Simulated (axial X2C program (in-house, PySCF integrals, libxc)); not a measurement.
Curves of CeCl⁺ from open-shell CI on f1 s1 d(πδ)0

Calculated with an axial X2C code built on PySCF integrals: two-component X2C with atomic mean-field Coulomb and Gaunt terms, basis Ce dyall-v3z, Cl dyall-v3z (cores contracted in-house). Orbitals come from Hartree–Fock averaged over the configuration Ce f1 s1 d(πδ)0; CI then distributes these electrons over the f, s, d(πδ) shells of Ce.

Scan along the bond; masses Ce 139.905 u, Cl 34.969 u. Energies in cm⁻¹ from the lowest point; levels are followed by energy order within each Ω. Lowest level at 2.475 Å: 99% f1 d(πδ)1.

```tsv
R (Å)	(1)Ω=4	(1)Ω=0	(1)Ω=1	(1)Ω=3	(1)Ω=2	(1)Ω=5	(2)Ω=4	(2)Ω=1	(2)Ω=2
2.302	3439	3789	4190	4250	4634	4836	5328	4819	4900
2.388	1125	1596	1956	2103	2436	2562	2963	2710	2807
2.475	62	604	923	1141	1415	1541	1798	1777	1880
2.574	0	577	856	1135	1349	1530	1603	1792	1891
2.673	807	1381	1627	1946	2109	2394	2281	2616	2709
2.784	2405	2931	3143	3484	3592	4069	3737	4167	4249
2.921	5152	5500	5657	6060	6030	7052	6277	6707	6776
```

Question: Fit the curves (1)Ω=4, (1)Ω=0, (1)Ω=1, (1)Ω=2, (2)Ω=4, (2)Ω=1, (2)Ω=2 near their minima.

Answer: From the open-shell CI curves, Te from the lowest:

```tsv
level	Te (cm⁻¹)	Re (Å)	ωe (cm⁻¹)
(1)Ω=4	0	2.528	352.9
(1)Ω=0	565	2.525	348.2
(1)Ω=1	862	2.529	346.8
(1)Ω=2	1356	2.529	344.8
(2)Ω=4	1655	2.542	344.2
(2)Ω=1	1761	2.521	346.7
(2)Ω=2	1863	2.521	345.3
```

Without dynamic correlation distances can be off by several hundredths of an Å (long for ionic bonds, short for multiple bonds) and the wavenumbers are rough.

The 9 lowest curves are shown; the next is (2)Ω=0, from 1948 cm⁻¹.

Dynamic correlation is missing, so gaps between terms are too wide and other configurations may lie lower; the lowest level listed is that of this model, not necessarily the ground state. The lowest levels belong to f1 d(πδ)1, not to the averaged configuration, so orbitals and distance suit them less well. At most 6 roots were kept for each Ω > 0 (twice that for Ω = 0) within 2.2 eV of the lowest, so higher up levels can be missing between those listed; levels with Ω > 0 are doubly degenerate and listed once, Ω = 0 levels singly. States that fill the shells left empty in the average are placed too high.
